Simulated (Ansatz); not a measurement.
CH6GaNO, SMILES `N[CH2][GaH][OH]`, relaxed with RKS PBE0-D4/def2-TZVP in Ansatz from a PBE-D4/def2-SVP geometry. The force threshold is 0.005 eV/Å; the program also tests the step.

Total charge 0; spin multiplicity 1.

Start:

```xyz
10

N     0.084   -1.567   -1.065
C    -0.592   -0.601   -0.193
Ga    0.549    0.928    0.458
O    -0.028    2.310    1.487
H     0.466   -1.100   -1.898
H     0.898   -1.979   -0.589
H    -1.012   -1.134    0.689
H    -1.479   -0.187   -0.721
H     2.090    1.076    0.115
H    -0.975    2.256    1.718
```

| step | energy (eV) | largest force (eV/Å) | largest move (Å) |
| --- | --- | --- | --- |
| 1 | -57039.9866 | 0.641 | 0.000 |
| 2 | -57040.0246 | 0.250 | 0.055 |
| 3 | -57040.0298 | 0.038 | 0.026 |
| 4 | -57040.0302 | 0.018 | 0.014 |
| 5 | -57040.0304 | 0.019 | 0.023 |
| 6 | -57040.0304 | 0.014 | 0.005 |
| 7 | -57040.0305 | 0.002 | 0.005 |

End:

```xyz
10

N     0.064   -1.565   -1.049
C    -0.562   -0.562   -0.187
Ga    0.587    0.941    0.444
O    -0.069    2.254    1.479
H     0.433   -1.141   -1.890
H     0.850   -2.003   -0.584
H    -0.986   -1.068    0.686
H    -1.429   -0.145   -0.709
H     2.109    1.125    0.116
H    -0.999    2.165    1.695
```

It took 21 s on 4 threads of an Arm Neoverse V2 on a shared host, with 0.42 GiB of host memory at the peak.
